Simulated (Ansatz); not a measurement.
`[NH2][Al]([Cl])[Cl]` + CH₃SH → `C[S][Al]([Cl])[Cl]` + NH₃ at 298.15 K and 1 bar (ligand exchange at the Al–N bond).

Isolated molecules relaxed with PBE0-D4/def2-TZVP in Ansatz; ΔE leaves out vibrations. CCSD(T)/CBS adds triple-zeta CCSD(T) − MP2 to the extrapolated MP2 energy (def2 sets, frozen cores). This one scheme is used for every species. Each species was taken in one conformer, which may not be the lowest.

| species | CCSD(T)/CBS energy (Eh) | H − E (kJ/mol) | S (J/(mol·K)) |
| --- | --- | --- | --- |
| `[NH2][Al]([Cl])[Cl]` | -1217.66844 | 94.5 | 322.9 |
| CH₃SH | -438.22835 | 133.0 | 253.2 |
| `C[S][Al]([Cl])[Cl]` | -1599.39326 | 135.2 | 393.3 |
| NH₃ | -56.50880 | 100.5 | 192.4 |

H − E and S are ideal-gas, rigid-rotor, harmonic terms from PBE0-D4/def2-TZVP, for one conformer and one mirror image of each species. 1 Eh = 2625.50 kJ/mol, R = 8.31446 J/(mol·K).

Problem. By hand: ΔE, ΔH, ΔS and ΔG.

Solution. ΔE = (-1599.39326) + (-56.50880) − (-1217.66844) − (-438.22835) = -0.00527 Eh = -13.8 kJ/mol. Δ(H − E) = 135.2 + 100.5 − 94.5 − 133.0 = 8.2, so ΔH = -5.6 kJ/mol. ΔS = 393.3 + 192.4 − 322.9 − 253.2 = 9.6 J/(mol·K). ΔG = -5.6 − 298.15 × (9.6)/1000 = -8.5 kJ/mol.

Problem. By hand: the equilibrium constant, and the temperature at which ΔG would vanish if ΔH and ΔS stayed fixed.

Solution. log₁₀ K = −ΔG/(RT ln 10) = 1.5. ΔH and −TΔS have one sign here, so there is no such temperature.

TΔS isn't small against ΔH here. A doubt of 5 kJ/mol in ΔE shifts log₁₀ K by 0.9 here. Other conformers and mirror images would add mixing entropy, several J/(mol·K) or more a flexible species. Modes under 60 cm⁻¹, often nearly free rotors, make the harmonic entropy too high. These are equilibria of isolated gas molecules and say nothing of rates. Largest T1 diagnostic: 0.009 (customary marks: 0.02 for closed shells, 0.045 for open ones).

ΔS is within the doubt of such terms, so its sign, and with it that verdict, could turn.
